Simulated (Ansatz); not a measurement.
System: GeH5, net charge -1, singlet state. SMILES: [GeH5-]
Geometry: optimised at B3LYP-D3(BJ)/def2-TZVP (Ansatz, a program for electronic structure).

Wanted: vertical triplet-singlet gap, E(triplet) - E(singlet), in eV. Set-up: 6-31G* and kin with 6d, 5d where marked; dispersion terms only where a functional's name holds one; UHF or UKS for open shells; each state is the SCF solution reached for its charge and spin; LANL2DZ with its own core potentials from Na on; no spin-orbit coupling; non-relativistic. First-principles rows: single points at B3LYP-D3(BJ) geometries (Ansatz). Anions need diffuse functions, which STO-3G, LANL2DZ, def2-SVP, cc-pVDZ and Pople sets without + lack. Levels can end on unlike triplets.

| level | program | vertical triplet-singlet gap, E(triplet) - E(singlet) (eV) |
|---|---|---|
| PBE/6-31G* | Ansatz | 3.83 |
| PBE/6-31G* with LANL2DZ past Ar | Ansatz | 4.53 |
| B3LYP/STO-3G | Ansatz | 6.79 |
| B3LYP/3-21G | Ansatz | 5.37 |
| B3LYP/6-31G* | Ansatz | 4.08 |
| B3LYP/6-31G* with LANL2DZ past Ar | Ansatz | 4.83 |
| B3LYP/def2-TZVPD | Ansatz | 2.71 |
| wB97X-V/def2-TZVPD | Ansatz | 3.23 |

No value to compare with is used here. The 6 habitual levels span 3.83 (PBE/6-31G*) to 6.79 eV (B3LYP/STO-3G); B3LYP/def2-TZVPD gives 2.71.

The levels are drawn from those run, B3LYP/6-31G* more often than the rest, none by its result; left out are runs that failed, that the program found above a lower state of the same kind, or whose <S^2> lies over 0.5 above the pure value.
